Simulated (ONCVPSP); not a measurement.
**Ti (Z = 22): excitation energies, all-electron against ONCV**

ONCVPSP 4.0.1 input, shortened (lines: element, Z, core and valence counts, functional; n l f; lmax; l rc ep ncon nbas qcut; lloc lpopt rc5 dvloc0; l nproj debl; icmod fcfact rcfact), LDA (Perdew-Wang 92), scalar-relativistic:

```
  Ti 22.00    3    4  -001012      upf
    1    0    2.00
    2    0    2.00
    2    1    6.00
    3    0    2.00
    3    1    6.00
    3    2    2.00
    4    0    1.00
    2
    0    1.80    0.00    4    9    8.60
    1    1.60    0.00    5    9    9.50
    2    1.95    0.00    4    9    8.90
    4    5    1.40    1.00
    0    2    2.30
    1    2    0.40
    2    2    1.10
    2    0.20    0.60
```

In the p channel the program set the typed energies aside and used -1.696, 0.250 Ha.

Energies are relative to the spin-unpolarised reference configuration 3s2 3p6 3d2 4s1; without spin polarisation the order of configurations can differ from experiment.

| valence configuration | charge | ΔE all-electron (eV) | error AE − PS (meV) |
| --- | --- | --- | --- |
| 3s2 3p6 3d2 4s0 | +2 | 13.793 | -0.6 |
| 3s2 3p6 3d2 4s1 4p1 | 0 | -4.395 | +6.9 |

Task: What are ΔE and the potential's error for 3s2 3p6 3d2 4s2?

Result: ΔE = -7.529 eV all-electron; the error (AE − PS) is +0.9 meV.

Task: What are ΔE and the potential's error for 3s2 3p6 3d1 4s0?

Result: ΔE = 40.987 eV all-electron; the error (AE − PS) is +78 meV.

Levels in the configuration 3s2 3p6 3d2 4s0:

| level | all-electron (eV) | pseudo (eV) |
| --- | --- | --- |
| 3s | -78.265 | -78.300 |
| 3p | -54.768 | -54.824 |
| 3d | -19.927 | -19.940 |

Note: no bound ghost flagged; GHOST(+) flagged for p at 49.6 eV.
